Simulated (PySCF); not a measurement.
`C#CC(=O)CCC` (1-hexyn-3-one). Computed geometry: GFN2-xTB, gas phase.

```
atom  x, y, z in Å
C1     3.5854    0.5462    0.8279
C2     2.5820    0.2083    0.2613
C3     1.3920   -0.2055   -0.4421
O4     1.4258   -0.7317   -1.5264
C5     0.1268    0.0951    0.3298
C6    -1.1267   -0.3466   -0.4189
C7    -2.3910   -0.0342    0.3697
H8     4.4577    0.8454    1.3319
H9     0.1000    1.1705    0.5293
H10    0.1966   -0.4069    1.2995
H11   -1.0655   -1.4194   -0.6112
H12   -1.1592    0.1567   -1.3871
H13   -3.2700   -0.3581   -0.1816
H14   -2.4762    1.0349    0.5541
H15   -2.3821   -0.5466    1.3296
```

Question: Which two atoms are farthest apart?

Answer: H8···H13, 7.97 Å; the next longest distance is 6.99 Å.

Question: What is the repulsion energy of the bare nuclei, Σ ZA·ZB/RAB?

Answer: 266.04 Eh over 105 pairs, with full nuclear charges and distances in bohr; the largest single term is 21.07 Eh (C3 with O4).

Question: How far are the heavy atoms from their best plane (unweighted least squares)?

Answer: 0.001 Å rms; none is more than 0.002 Å off.

Question: Where is the centre of mass (commonest isotopes), and what is the radius of gyration?

Answer: Mass 96.058 u; centre at (0.699, -0.084, -0.108) Å; Rg = √(Σ m r²/M) = 2.172 Å. As Ia + Ib + Ic = 2 Σ m r², the three principal moments sum to 906.0 u·Å².

Question: How far apart are these pairs, which share no bond: C2···H13, C3···C7, C5···H8, H8···H10, H10···H14, H11···H15?

Answer: C2···H13 5.896 Å (5 bonds apart); C3···C7 3.873 Å (3 bonds apart); C5···H8 4.508 Å (4 bonds apart); H8···H10 4.441 Å (5 bonds apart); H10···H14 3.127 Å (4 bonds apart); H11···H15 2.502 Å (3 bonds apart).

Question: Write the matrix of distances between heavy atoms (Å, lower triangle).

Answer: 
```
C1    0.000
C2    1.201  0.000
C3    2.644  1.443  0.000
O4    3.441  2.327  1.206  0.000
C5    3.523  2.459  1.512  2.412  0.000
C6    4.955  3.811  2.523  2.809  1.525  0.000
C7    6.022  4.980  3.873  4.319  2.521  1.522  0.000
```

The point group is Cs within 0.08 Å; differences among equivalent distances and angles are scatter left by the optimiser. Stationary, but not proved a minimum. The numbers are those of one conformer.
